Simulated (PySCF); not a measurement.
Computed IR spectrum (relative IR intensity) of a molecule CH₆OSi. Geometry: B3LYP-D3(BJ)/def2-TZVP. One conformer was computed; it need not be the lowest. Level of theory: PySCF 2.14.0 with B3LYP-D3(BJ)/def2-TZVP. Frequencies are harmonic and unscaled.

```tsv
ν (cm⁻¹)	relative intensity
169	32
172	10
255	11
505	6.9
672	2.9
702	26
761	24
835	69
886	3.6
901	30
957	100
976	51
1293	12
2193	71
2244	54
3092	5.2
3103	4.0
3873	33
```

Question: Identify the compound among the candidates.
A) CO[SiH3]
B) OC[SiH3]
C) C[SiH2]O

Answer: C, C[SiH2]O
